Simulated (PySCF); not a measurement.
H₇Si₃, SMILES [SiH2][SiH2][SiH3] (connectivity only; charge and spin as stated), charge +1, multiplicity 1. Atoms are numbered in the order given.

```xyz
10

Si     0.4721     1.8355     0.0000
Si    -1.0228     0.0648     0.0000
Si     0.4955    -1.8105     0.0000
H      1.0967     2.3793     1.2335
H      1.0967     2.3793    -1.2335
H     -1.8053     0.1849    -1.2566
H     -1.8053     0.1849     1.2566
H     -0.4358    -2.9680     0.0000
H      1.3136    -1.7089    -1.2338
H      1.3136    -1.7089     1.2338
```
Charge +1, spin multiplicity 1.

Coordinates come from a B3LYP-D3(BJ)/def2-SVP optimisation. The multiplicity is an assumed one; other spin states were not compared. The isomer is the one that the SMILES or the coordinates give; other isomers of the formula were not compared.

The numbers are results of KT2/pcSseg-1 in PySCF, not measurements.

GIAO shieldings, no solvent; atoms alike by connectivity are averaged. δ = σ(ref) − σ: ²⁹Si against TMS (σ = 361.9 ppm); ¹H against TMS (σ = 31.47 ppm), references at their B3LYP-D3(BJ)/def2-TZVP geometries, non-relativistic.

Q: Estimate the chemical shifts. (An estimate is asked for; the answer gives what the named calculation found.)

A: 
```
nucleus        atoms  count  δ (ppm)
-------  -----------  -----  -------
²⁹Si             Si1      1    483.4
²⁹Si             Si2      1    -39.2
²⁹Si             Si3      1    -98.3
¹H            H4, H5      2    10.06
¹H            H6, H7      2     5.46
¹H       H8, H9, H10      3     4.72
```
